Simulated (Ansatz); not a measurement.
Consider the redistribution: `[CH3][GeH]([F])[Br]` + `[CH3][GeH]([F])[GeH3]` → `[CH3][Ge]([F])([F])[Br]` + `[CH3][GeH2][GeH3]`.

Calculated with Ansatz (gas phase, PBE0-D4/def2-TZVP geometries, no zero-point term in ΔE). CCSD(T)/CBS is the MP2 limit (def2-TZVPP, def2-QZVPP) plus CCSD(T) − MP2 in def2-TZVPP, frozen cores. DFT in def2-TZVPP. B3LYP here is the variant with VWN-RPA as its local correlation; programs differ in this. For Br, Ge outer-core shells are correlated without core-valence functions, which leaves a few kJ/mol of doubt a bond. Scalar relativity is left out up to krypton.

```json
{"level": "PBE-D4", "ΔE (kcal/mol)": "-2.4"}
{"level": "PBE0-D4", "ΔE (kcal/mol)": "-2.6"}
{"level": "B3LYP-D4", "ΔE (kcal/mol)": "-1.9"}
{"level": "PBE", "ΔE (kcal/mol)": "-2.1"}
{"level": "PBE0", "ΔE (kcal/mol)": "-2.4"}
{"level": "MP2/def2-QZVPP", "ΔE (kcal/mol)": "-3.0"}
{"level": "SCS-MP2/def2-QZVPP", "ΔE (kcal/mol)": "-2.4"}
{"level": "HF/CBS(def2)", "ΔE (kcal/mol)": "-1.5"}
```

Q: What does CCSD(T)/CBS give? (Best estimate.)

A: The calculation gave: -2.6 kcal/mol. The listed levels differ from it by 0.2, 0.0, 0.7, 0.5, 0.2, -0.4, 0.2, 1.1 kcal/mol.

Largest T1 diagnostic among the species: 0.012.

In def2-TZVPP, CCSD(T) changes the Hartree–Fock value by −1.7 kcal/mol (the triples alone add −0.3 kcal/mol) and MP2 by −1.8 kcal/mol.
